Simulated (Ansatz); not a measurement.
`B[SiH]([SiH3])Cl` + `C=C[SiH2]O` → `C=C[SiH2]O[SiH3]` + `B[SiH2]Cl`  (cleavage of the Si–Si bond)

Gas-phase electronic energies from Ansatz, PBE0-D4/def2-TZVP geometries. CCSD(T)/CBS is the MP2 limit (def2-TZVPP, def2-QZVPP) plus CCSD(T) − MP2 in def2-TZVPP, frozen cores. DFT in def2-TZVPP. B3LYP here is the variant with VWN-RPA as its local correlation; programs differ in this. HSE06 is defined as in plane-wave codes. Each species was taken in one conformer, which may not be the lowest.

```
             level  ΔE (kJ/mol)  difference from CCSD(T)/CBS
       LDA (SPW92)        -69.3                         29.6
         revPBE-D4        -69.7                         29.2
           BLYP-D4        -90.6                          8.3
         r2SCAN-D4        -88.5                         10.4
            B97M-V        -91.5                          7.4
           PBE0-D4        -79.1                         19.8
          B3LYP-D4        -98.0                          0.9
        r2SCANh-D4        -90.6                          8.3
        r2SCAN0-D4        -93.7                          5.2
          HSE06-D4        -78.7                         20.2
          BHLYP-D4       -111.1                        -12.2
      CAM-B3LYP-D4       -106.5                         -7.6
           ωB97X-V        -97.3                          1.6
           ωB97M-V       -100.0                         -1.1
            B2PLYP       -102.5                         -3.6
            revPBE        -67.5                         31.4
              BLYP        -90.6                          8.3
            r2SCAN        -88.3                         10.6
              PBE0        -79.1                         19.8
           r2SCANh        -90.4                          8.5
             HSE06        -78.7                         20.2
             BHLYP       -112.4                        -13.5
         CAM-B3LYP       -106.6                         -7.7
           LC-ωPBE        -90.7                          8.2
RPA@PBE/def2-TZVPP       -101.8                         -2.9
       HF/def2-SVP       -120.6                        -21.7
      MP2/def2-SVP        -99.8                         -0.9
     CCSD/def2-SVP        -98.2                          0.7
  CCSD(T)/def2-SVP        -94.8                          4.1
     HF/def2-TZVPP       -130.5                        -31.6
    MP2/def2-TZVPP       -104.6                         -5.7
SCS-MP2/def2-TZVPP       -111.3                        -12.4
   CCSD/def2-TZVPP       -103.8                         -4.9
CCSD(T)/def2-TZVPP        -98.8                          0.1
     HF/def2-QZVPP       -133.4                        -34.5
    MP2/def2-QZVPP       -105.7                         -6.8
SCS-MP2/def2-QZVPP       -112.2                        -13.3
      HF/CBS(def2)       -133.8                        -34.9
     MP2/CBS(def2)       -104.8                         -5.9
    CCSD/CBS(def2)       -103.9                         -5.0
       CCSD(T)/CBS        -98.9                            0
```

Problem. What do rigid-rotor, harmonic-oscillator terms from PBE0-D4/def2-TZVP frequencies (298.15 K, 1 bar) make of the CCSD(T)/CBS value? (Estimate.)

Solution. Ansatz gave: ΔZPE = -2.6 kJ/mol, ΔH = -102.5 kJ/mol, ΔS = 8 J/(mol·K), ΔG = -104.9 kJ/mol. Modes under 50 cm⁻¹ make the entropy rough.

Largest T1 diagnostic among the species: 0.012.

In def2-TZVPP, CCSD(T) changes the Hartree–Fock value by +31.7 kJ/mol (the triples alone add +5.0 kJ/mol) and MP2 by +25.8 kJ/mol. From r2SCAN to r2SCAN0 (25 % exact exchange), in def2-TZVPP and without D4, ΔE moves by −5.2 kJ/mol.
